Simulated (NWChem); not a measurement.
# CH₆F₂Si₂; SMILES C[Si@@H](F)[SiH2]F

```xyz
11

C      1.1971    -2.0869     0.0580
Si    -0.1189    -0.8345    -0.3757
F     -1.4901    -1.2147     0.4308
Si     0.5127     1.3346     0.2717
F     -0.5519     2.4201    -0.3221
H      1.4235    -2.0785     1.1352
H      2.1287    -1.8786    -0.4924
H      0.8626    -3.1006    -0.2129
H     -0.4328    -0.8811    -1.8354
H      0.5453     1.4757     1.7582
H      1.8640     1.6703    -0.2737
```
Atoms are numbered in this order, from 1.

Level: PBE0/def2-SVP (NWChem), optimised geometry, unscaled harmonic frequencies. 

Task: List the harmonic frequencies with IR intensities, and the thermochemistry.

Result: 
```csv
frequency (cm⁻¹),IR intensity (km/mol)
49,0.9
97,2.0
149,1.5
179,8.2
192,2.4
259,10.3
420,8.2
500,27.5
648,29.0
694,58.9
739,18.9
761,52.7
824,102.1
851,87.7
859,220.3
916,121.0
936,85.2
942,76.0
1267,27.8
1421,4.5
1428,8.1
2224,117.2
2234,32.0
2239,174.0
3058,0.2
3163,0.7
3169,0.3
```

| Quantity | Value |
|---|---|
| zero-point energy | 43.2 kcal/mol |
| thermal correction to the enthalpy at 298.15 K (with zero-point energy) | 48.8 kcal/mol |
| heat capacity Cv | 26.7 cal/(mol K) |
| entropy at 298.15 K and 1 atm (symmetry number 1) | 88.8 cal/(mol K) |
| dipole moment | 2.85 D |

Rigid rotor and harmonic oscillator; modes under 100 cm⁻¹ make the entropy uncertain.
